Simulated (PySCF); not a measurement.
Vertical excitations of a molecule CH₃FO₃Si from TDDFT-PBE/def2-SVPD (PySCF 2.14.0), as energy in eV (oscillator strength): 5.47 (0.001), 6.38 (0.006), 6.91 (0.000), 7.09 (0.006), 7.41 (0.007), 7.48 (0.001), 7.59 (0.003), 7.78 (0.056), 7.98 (0.190), 8.21 (0.023). Lowest triplet (TDA): 4.94 eV. Geometry optimised at ωB97X-D3(BJ)/def2-SVP. The values are those of a single conformer.

Q: Identify the compound among the candidates.
A. O=C[Si](O)(O)F
B. O[Si]1(F)OCO1
C. O=CO[Si@@H](O)F
D. O=C(O)[Si@H](O)F

A: C, O=CO[Si@@H](O)F
